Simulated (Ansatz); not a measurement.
Calculated with Ansatz (gas phase, PBE0-D4/def2-TZVP geometries, no zero-point term in ΔE). CCSD(T)/CBS adds triple-zeta CCSD(T) − MP2 to the extrapolated MP2 energy (def2 sets, frozen cores). Functionals use def2-TZVPP. B3LYP here is the variant with VWN-RPA as its local correlation; programs differ in this. For Zn outer-core shells are correlated without core-valence functions, which leaves a few kJ/mol of doubt a bond. Scalar relativity is left out up to krypton. One conformer a species, not always the lowest.

`[SiH3]C1=CS1` + `NC[O][ZnH]` → `[SiH3]C[O][ZnH]` + `NC1=CS1`  (formal exchange of groups at the Si–C bond)

`[SiH3]C1=CS1`:

Cartesian coordinates in Å:
```
Si 0.179 1.040 -0.744
C -0.136 -0.407 0.336
C 0.038 -1.544 0.900
S -1.499 -0.915 1.560
H 1.453 0.821 -1.474
H -0.951 1.174 -1.695
H 0.265 2.253 0.105
H 0.651 -2.422 1.013
```

`NC[O][ZnH]`:

Cartesian coordinates in Å:
```
N -0.284 -0.327 1.182
C -0.702 -0.746 -0.126
O -0.120 -0.105 -1.223
Zn 1.093 1.188 -1.103
H 0.693 -0.505 1.370
H -0.519 0.633 1.393
H -1.790 -0.611 -0.177
H -0.499 -1.822 -0.201
H 2.128 2.294 -1.113
```

`[SiH3]C[O][ZnH]`:

```xyz
10

Si    0.571   -0.992    0.594
C    -1.097   -0.281    0.075
O    -0.973    1.107   -0.106
Zn    0.319    1.973   -0.982
H     0.975   -0.470    1.926
H     0.658   -2.480    0.600
H     1.549   -0.453   -0.409
H    -1.456   -0.787   -0.834
H    -1.854   -0.476    0.847
H     1.308    2.859   -1.710
```

`NC1=CS1`:

```xyz
7

N     0.737   -0.993   -0.121
C    -0.127    0.009    0.100
C    -0.442    1.254    0.130
S    -1.766    0.131    0.813
H     0.339   -1.911   -0.228
H     1.529   -0.795   -0.712
H    -0.270    2.305    0.018
```

| level | ΔE (kcal/mol) | difference from CCSD(T)/CBS |
| --- | --- | --- |
| PBE-D4 | 6.7 | -4.7 |
| r2SCAN-D4 | 8.2 | -3.2 |
| PBE0-D4 | 7.2 | -4.2 |
| B3LYP-D4 | 8.7 | -2.7 |
| B2PLYP | 10.4 | -1.0 |
| PBE | 7.0 | -4.4 |
| B3LYP | 9.1 | -2.3 |
| HF/def2-TZVPP | 12.2 | 0.8 |
| MP2/def2-TZVPP | 11.9 | 0.5 |
| CCSD/def2-TZVPP | 11.9 | 0.5 |
| HF/def2-QZVPP | 12.1 | 0.7 |
| MP2/def2-QZVPP | 11.6 | 0.2 |
| SCS-MP2/def2-QZVPP | 12.3 | 0.9 |
| HF/CBS(def2) | 12.1 | 0.7 |
| MP2/CBS(def2) | 11.5 | 0.1 |
| CCSD/CBS(def2) | 11.4 | 0.0 |
| CCSD(T)/CBS | 11.4 | 0 |

Largest T1 diagnostic among the species: 0.017.
